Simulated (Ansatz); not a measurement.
An input meant for the cluster Sr2O2⁻ (charge -1, doublet; with a point charge).

```yaml
crystal:
  periodic: [false, false, false]
  atoms:
    - {symbol: Sr, position_ang: [0.521315, -1.531557, -0.219289]}
    - {symbol: Sr, position_ang: [-0.521237, 1.531540, 0.219663]}
    - {symbol: O, position_ang: [1.312176, 0.505164, -0.408511]}
    - {symbol: O, position_ang: [-1.312254, -0.505157, 0.408146]}
basis:
  gaussian: {orbitals: def2-TZVPP, final_grid: {core_spheres: 20, valence_spheres: 16, degree: 47}, point_charges: [{charge: 1.00, position_ang: [5.709, -0.298, 0.851]}]}
total_charge: -1
magnetization: {spin_polarized: true, initial_magnetization: 1}
hamiltonian: {xc: {name: HF}}
correlation: {method: mp2, frozen_orbitals: {Sr: 0}}
scf: {lower_state_search: full}
output: {forces: true}
```

```sh
$ ansatz run in.yaml --threads 2 --pin off --events-out ev --progress --plain --max-ram 4352MiB
```

Problem. Predict how Ansatz answers.

Solution. The input was rejected before any iteration. Frozen orbitals are typed for one element alone, and the program wants a count for each (the count typed has to fit that element's core, too).
```
Functional definition: HF
Error: "frozen_orbitals" has no count for O
```
